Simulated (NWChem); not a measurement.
System: C₄H₅F; SMILES CC=C=CF

Results from NWChem. Medium grid unless said otherwise, to which SCAN and Minnesota functionals are sensitive. Coordinates come from a B3LYP/6-31G* (spherical d) optimisation. Total energies of different functionals are on different scales.

```tsv
level	energy (Ha)	highest occupied level (eV)	orbital gap (eV)	dipole (D)
PBE/def2-TZVP	-255.0034	-6.08	4.65	2.08
B3LYP/def2-TZVP	-255.3134	-7.13	6.49	2.22
r2SCAN/def2-TZVP	-255.1658	-6.29	5.10	2.16
PBE0/def2-TZVP	-255.0153	-7.35	6.94	2.20
BLYP/def2-TZVP	-255.2325	-5.95	4.66	2.10
TPSSh/def2-TZVP	-255.3150	-6.62	5.78	2.15
```
